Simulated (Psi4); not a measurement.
C$_{3}$H$_{7}$O, charge -1, singlet, at a GFN2-xTB geometry (a gas-phase anion, which may not be bound at this level); MP2/STO-3G run with Psi4.

Here is a job for Psi4.
```
memory 2 GB

molecule {
-1 1
  O    -0.02364204   -0.72791359   -0.02410158
  C    -0.11695116    0.72309764    0.02353500
  C     1.27997189   -1.17584587   -0.05346219
  C    -1.53793975    1.16403974   -0.03994654
  H     0.53282928    1.00119920    0.93898760
  H     0.44859738    1.10785920   -0.85183032
  H     1.26753791   -2.27032695   -0.05197351
  H     1.82097837   -0.82845799   -0.95497355
  H     1.85749247   -0.82621646    0.82524896
  H    -1.97405394    1.11319354    0.99190016
  H    -1.51473106    2.25830906   -0.28530416
}

set basis sto-3g
set freeze_core true
set mp2_type conv
set scf_type pk
set puream true
set d_convergence 1e-8

energy('mp2')
print_variables()
```

The log (banner, timings and long lists left out):

```
   => Loading Basis Set <=

    Name: STO-3G
    Role: ORBITAL
    Keyword: BASIS

         ---------------------------------------------------------
                                   SCF
               by Justin Turney, Rob Parrish, Andy Simmonett
                          and Daniel G. A. Smith
                              RHF Reference
         ---------------------------------------------------------

  ==> Geometry <==

    Molecular point group: c1
    Full point group: C1

    Geometry (in Angstrom), charge = -1, multiplicity = 1:

       Center              X                  Y                   Z               Mass
    ------------   -----------------  -----------------  -----------------  -----------------
         O            0.017331040968    -0.701839182116    -0.013819681071    15.994914619570
         C           -0.075978079032     0.749172047884     0.033816898929    12.000000000000
         C            1.320944970968    -1.149771462116    -0.043180291071    12.000000000000
         C           -1.496966669032     1.190114147884    -0.029664641071    12.000000000000
         H            0.573802360968     1.027273607884     0.949269498929     1.007825032230
         H            0.489570460968     1.133933607884    -0.841548421071     1.007825032230
         H            1.308510990968    -2.244252542116    -0.041691611071     1.007825032230
         H            1.861951450968    -0.802383582116    -0.944691651071     1.007825032230
         H            1.898465550968    -0.800142052116     0.835530858929     1.007825032230
         H           -1.933080859032     1.139267947884     1.002182058929     1.007825032230
         H           -1.473757979032     2.284383467884    -0.275022261071     1.007825032230

  Running in c1 symmetry.

  Rotational constants: A =      1.02737  B =      0.14248  C =      0.13367 [cm^-1]
  Rotational constants: A =  30799.62979  B =   4271.42912  C =   4007.28940 [MHz]
  Nuclear repulsion =  124.972387141126703

  Charge       = -1
  Multiplicity = 1
  Electrons    = 34
  Nalpha       = 17
  Nbeta        = 17

  ==> Algorithm <==

  SCF Algorithm Type is PK.
  DIIS enabled.
  MOM disabled.
  Fractional occupation disabled.
  Guess Type is SAD.
  Energy threshold   = 1.00e-08
  Density threshold  = 1.00e-08
  Integral threshold = 1.00e-12

  ==> Primary Basis <==

  Basis Set: STO-3G
    Blend: STO-3G
    Number of shells: 19
    Number of basis functions: 27
    Number of Cartesian functions: 27
    Spherical Harmonics?: true
    Max angular momentum: 1

  ==> Integral Setup <==

  Using in-core PK algorithm.
   Calculation information:
      Number of atoms:                  11
      Number of AO shells:              19
      Number of primitives:             57
      Number of atomic orbitals:        27
      Number of basis functions:        27

      Integral cutoff                 1.00e-12
      Number of threads:                 1

  Performing in-core PK
  Using 143262 doubles for integral storage.
  We computed 17530 shell quartets total.
  Whereas there are 18145 unique shell quartets.

  ==> DiskJK: Disk-Based J/K Matrices <==

    J tasked:                  Yes
    K tasked:                  Yes
    wK tasked:                  No
    Schwarz Cutoff:          1E-12

  Minimum eigenvalue in the overlap matrix is 2.2644849094E-01.
  Reciprocal condition number of the overlap matrix is 9.5682154064E-02.
    Using symmetric orthogonalization.

  ==> Pre-Iterations <==

  SCF Guess: Superposition of Atomic Densities via on-the-fly atomic UHF (no occupation information).

   -------------------------
    Irrep   Nso     Nmo
   -------------------------
     A         27      27
   -------------------------
    Total      27      27
   -------------------------

  ==> Iterations <==

                        Total Energy        Delta E     RMS |[F,P]|

   @RHF iter SAD:  -186.53641647453088   -1.86536e+02   0.00000e+00
   @RHF iter   1:  -189.74026462002172   -3.20385e+00   1.42620e-02 ADIIS/DIIS
   @RHF iter   2:  -189.83920823399268   -9.89436e-02   3.71646e-03 ADIIS/DIIS
   @RHF iter   3:  -189.84595880692538   -6.75057e-03   8.19197e-04 ADIIS/DIIS
   @RHF iter   4:  -189.84655394515934   -5.95138e-04   1.69885e-04 ADIIS/DIIS
   @RHF iter   5:  -189.84658098868039   -2.70435e-05   4.02812e-05 DIIS
   @RHF iter   6:  -189.84658266989462   -1.68121e-06   5.34536e-06 DIIS
   @RHF iter   7:  -189.84658269707899   -2.71844e-08   1.34357e-06 DIIS
   @RHF iter   8:  -189.84658269885483   -1.77585e-09   2.38892e-07 DIIS
   @RHF iter   9:  -189.84658269890608   -5.12443e-11   4.62404e-08 DIIS
   @RHF iter  10:  -189.84658269890821   -2.13163e-12   1.14808e-08 DIIS
   @RHF iter  11:  -189.84658269890841   -1.98952e-13   2.27980e-09 DIIS
  Energy and wave function converged.

  ==> Post-Iterations <==

    Orbital Energies [Eh]
    ---------------------

    Doubly Occupied:

[...]
    Virtual:

[...]
      27A      1.133014

    Final Occupation by Irrep:
              A
    DOCC [    17 ]
    NA   [    17 ]
    NB   [    17 ]

  @RHF Final Energy:  -189.84658269890841

   => Energetics <=

    Nuclear Repulsion Energy =            124.9723871411267027
    One-Electron Energy =                -515.6609058449199665
    Two-Electron Energy =                 200.8419360048848432
    Total Energy =                       -189.8465826989084064

Computation Completed

Properties will be evaluated at   0.000000,   0.000000,   0.000000 [a0]

Properties computed using the SCF density matrix

 Multipole Moments:

 ------------------------------------------------------------------------------------
     Multipole            Electronic (a.u.)      Nuclear  (a.u.)        Total (a.u.)
 ------------------------------------------------------------------------------------

 L = 1.  Multiply by 2.5417464519 to convert [e a0] to [Debye]
 Dipole X            :         -0.0572003            2.5551207            2.4979204
[...]
  DIE_IF_NOT_CONVERGED          => (empty)
[...]
  FREEZE_CORE_POLICY            => (empty)
  FROZEN_DOCC                   => (empty)
  FROZEN_UOCC                   => (empty)
  INTEGRAL_PACKAGE              => (empty)
  IP_POLES                      => (empty)
  LEVEL_SHIFT                   => (empty)
  LITERAL_CFOUR                 => (empty)
  LS_THC_BASIS_TOLERANCE        => (empty)
  LS_THC_DF                     => (empty)
  LS_THC_PRUNING_SCHEME         => (empty)
  LS_THC_RADIAL_POINTS          => (empty)
  LS_THC_SPHERICAL_POINTS       => (empty)
  LS_THC_S_EPSILON              => (empty)
  LS_THC_WEIGHTS_TOLERANCE      => (empty)
  MAT_NUM_COLUMN_PRINT          => (empty)
  MAX_MOGRAD_CONVERGENCE        => (empty)
  MAX_RADIAL_MOMENT             => (empty)
  MBIS_D_CONVERGENCE            => (empty)
  MBIS_MAXITER                  => (empty)
  MBIS_PRUNING_SCHEME           => (empty)
  MBIS_RADIAL_POINTS            => (empty)
  MBIS_SPHERICAL_POINTS         => (empty)
  MOGRAD_DAMPING                => (empty)
  MOLDEN_WITH_VIRTUAL           => (empty)
  MO_MAXITER                    => (empty)
  MO_READ                       => (empty)
  MO_STEP_MAX                   => (empty)
  MO_WRITE                      => (empty)
  MP2_OS_SCALE                  => (empty)
  MP2_SOS_SCALE                 => (empty)
  MP2_SOS_SCALE2                => (empty)
  MP2_SS_SCALE                  => (empty)
  MP2_TYPE                      => CONV            !
  MP_TYPE                       => (empty)
  NAT_ORBS                      => (empty)
  NUM_FROZEN_DOCC               => (empty)
  NUM_FROZEN_UOCC               => (empty)
  NUM_GPUS                      => (empty)
  OCC_ORBS_PRINT                => (empty)
  OEPROP                        => (empty)
  OPT_METHOD                    => (empty)
  ORBITAL_OPTIMIZER_PACKAGE     => (empty)
  ORB_OPT                       => FALSE           !
  ORB_RESP_SOLVER               => (empty)
  ORTH_TYPE                     => (empty)
  OS_SCALE                      => (empty)
  PARENT_SYMMETRY               => (empty)
  PCG_BETA_TYPE                 => (empty)
  PCG_CONVERGENCE               => (empty)
  PCG_MAXITER                   => (empty)
  PCM                           => (empty)
  PE                            => (empty)
  PRINT                         => (empty)
  PRINT_NOONS                   => (empty)
  PROPERTIES                    => (empty)
  PROPERTIES_ORIGIN             => (empty)
  PUREAM                        => TRUE            !
  QC_MODULE                     => (empty)
  RAS1                          => (empty)
  RAS2                          => (empty)
  RAS3                          => (empty)
  RAS4                          => (empty)
  RELATIVISTIC                  => (empty)
  RELAXED                       => (empty)
  REMP_A                        => (empty)
  RESTRICTED_DOCC               => (empty)
  RESTRICTED_UOCC               => (empty)
  RMS_MOGRAD_CONVERGENCE        => (empty)
  R_CONVERGENCE                 => (empty)
  SCF_TYPE                      => PK              !
  SCREENING                     => (empty)
  SCS_TYPE                      => (empty)
  SOCC                          => (empty)
  SOS_TYPE                      => (empty)
  SPIN_SCALE_TYPE               => NONE            !
  SS_SCALE                      => (empty)
  SYMMETRIZE                    => (empty)
  TPDM_ABCD_TYPE                => (empty)
  WFN                           => (empty)
  WFN_TYPE                      => OMP2            !
  WRITER_FILE_LABEL             => (empty)
  ZORA_BASIS_TOLERANCE          => (empty)
  ZORA_NR_DEBUG                 => (empty)
  ZORA_PRUNING_SCHEME           => (empty)
  ZORA_RADIAL_POINTS            => (empty)
  ZORA_SPHERICAL_POINTS         => (empty)

 ==============================================================================
 ==============================================================================
 ==============================================================================

                             MP2
                    Program Written by Ugur Bozkaya,
              Additional Contributions by J. P. Misiewicz

 ==============================================================================
 ==============================================================================
 ==============================================================================

	MO spaces per irreps...

	IRREP   FC    OCC   VIR  FV
	==============================
	   A     4    13    10    0
	==============================

	Cost of iabc is      0 MB
	Cost of abcd is      0 MB
	Switching to the incore algorithm for iabc..
	Switching to the incore algorithm for abcd..

	Computing MP2 energy using SCF MOs (Canonical MP2)...
	==============================================================================
	Nuclear Repulsion Energy (a.u.)    :   124.97238714112670
	SCF Energy (a.u.)                  :  -189.84658269890841
	REF Energy (a.u.)                  :  -189.84658269890841
	Alpha-Alpha Contribution (a.u.)    :    -0.01055490375728
	Alpha-Beta Contribution (a.u.)     :    -0.15978002885594
	Beta-Beta Contribution (a.u.)      :    -0.01055490375728
	Scaled_SS Correlation Energy (a.u.):    -0.00703660250486
	Scaled_OS Correlation Energy (a.u.):    -0.19173603462713
	SCS-MP2 Total Energy (a.u.)        :  -190.04535533604039
	SOS-MP2 Total Energy (a.u.)        :  -190.03831873353553
	SCSN-MP2 Total Energy (a.u.)       :  -189.88373596013403
	SCS-MP2-VDW Total Energy (a.u.)    :  -190.06165603960127
	SOS-PI-MP2 Total Energy (a.u.)     :  -190.07027473930671
	MP2 Correlation Energy (a.u.)      :    -0.18088983637051
	MP2 Total Energy (a.u.)            :  -190.02747253527892
	==============================================================================

  Variable Map:
  ----------------------------------------------------------------------------
[...]
  Array Variable Map:
  ----------------------------------------------------------------------------
[...]
[...]
```
